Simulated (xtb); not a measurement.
CHO2 (SMILES O=C=[OH+]), charge +1, singlet, geometry from GFN2-xTB; GFN2-xTB (xtb).

Here is a job for xtb.
```
$ xtb mol.xyz --gfn 2 --chrg 1 --etemp 5000 --json

# file mol.xyz
4

C     -0.00695796     0.00985104    -0.11037218
O     -0.02341240    -0.02147629     1.07634088
O      0.09771270    -0.03387449    -1.21876599
H     -0.55265466     0.38369998     1.80163397
```

### Question
What does xtb print? Leave out banner, timings and long lists.

### Answer

```
   ID    Z sym.   atoms
    1    6 C      1
    2    8 O      2, 3
    3    1 H      4

           -------------------------------------------------
          |                Calculation Setup                |
           -------------------------------------------------

           -------------------------------------------------
          |                 G F N 2 - x T B                 |
           -------------------------------------------------

          ...................................................
          :                      SETUP                      :
          :.................................................:
          :  # basis functions                  13          :
          :  # atomic orbitals                  13          :
          :  # shells                            7          :
          :  # electrons                        16          :
          :  max. iterations                   250          :
          :  Hamiltonian                  GFN2-xTB          :
          :  restarted?                      false          :
          :  GBSA solvation                  false          :
          :  PC potential                    false          :
          :  electronic temp.         5000.0000000     K    :
          :  accuracy                    1.0000000          :
          :  -> integral cutoff          0.2500000E+02      :
          :  -> integral neglect         0.1000000E-07      :
          :  -> SCF convergence          0.1000000E-05 Eh   :
          :  -> wf. convergence          0.1000000E-03 e    :
          :  Broyden damping             0.4000000          :
          :  net charge                          1          :
          :  unpaired electrons                  0          :
          ...................................................

 iter      E             dE          RMSdq      gap      omega  full diag
   1    -10.3909995 -0.103910E+02  0.724E+00    7.99       0.0  T
   2    -10.3944407 -0.344121E-02  0.435E+00    8.07       1.0  T
   3    -10.3943733  0.673889E-04  0.623E-01    7.94       1.0  T
   4    -10.3949145 -0.541185E-03  0.169E-01    7.94       1.0  T
   5    -10.3949364 -0.218998E-04  0.750E-02    7.97       1.0  T
   6    -10.3949420 -0.560434E-05  0.168E-02    7.97       3.0  T
   7    -10.3949421 -0.147158E-06  0.979E-03    7.96       5.1  T
   8    -10.3949424 -0.245647E-06  0.955E-04    7.96      52.4  T
   9    -10.3949424 -0.323558E-09  0.395E-04    7.96     126.6  T

[...]
         :: total energy             -10.261591163790 Eh    ::
[...]
        10        0.0000           -0.5139479             -13.9852
        11                         -0.2783794              -7.5751
        12                          0.1120496               3.0490
        13                          1.0992272              29.9115
      -------------------------------------------------------------
                  HL-Gap            0.2927061 Eh            7.9649 eV
             Fermi-level           -0.6847673 Eh          -18.6335 eV

     #   Z          covCN         q      C6AA      α(0)
     1   6 C        1.711     0.505    20.929     7.406
     2   8 O        1.658    -0.068    15.405     5.298
     3   8 O        0.856     0.069    14.223     5.056
     4   1 H        0.802     0.494     0.345     0.922

 Mol. C6AA /au·bohr⁶  :        163.984044
 Mol. C8AA /au·bohr⁸  :       3716.522073
 Mol. α(0) /au        :         18.683530

Wiberg/Mayer (AO) data.
largest (>0.10) Wiberg bond orders for each atom

 ---------------------------------------------------------------------------
     #   Z sym  total        # sym  WBO       # sym  WBO       # sym  WBO
 ---------------------------------------------------------------------------
     1   6 C    3.927 --     3 O    2.298     2 O    1.619
     2   8 O    2.664 --     1 C    1.619     4 H    0.713     3 O    0.331
     3   8 O    2.663 --     1 C    2.298     2 O    0.331
     4   1 H    0.756 --     2 O    0.713
 ---------------------------------------------------------------------------

Topologies differ in total number of bonds
Writing topology from bond orders to xtbtopo.mol

molecular dipole:
                 x           y           z       tot (Debye)
 q only:       -0.507       0.366       1.279
   full:       -0.633       0.461       1.498       4.298
molecular quadrupole (traceless):
                xx          xy          yy          xz          yz          zz
 q only:       -2.504      -0.563      -2.926      -2.667       1.850       5.430
  q+dip:       -2.402      -0.712      -2.934      -3.312       2.376       5.336
   full:       -1.693      -0.723      -2.215      -3.084       2.270       3.908

           -------------------------------------------------
          | TOTAL ENERGY              -10.261591163790 Eh   |
          | GRADIENT NORM               0.000077555886 Eh/α |
          | HOMO-LUMO GAP               7.964937719350 eV   |
           -------------------------------------------------

normal termination of xtb
```
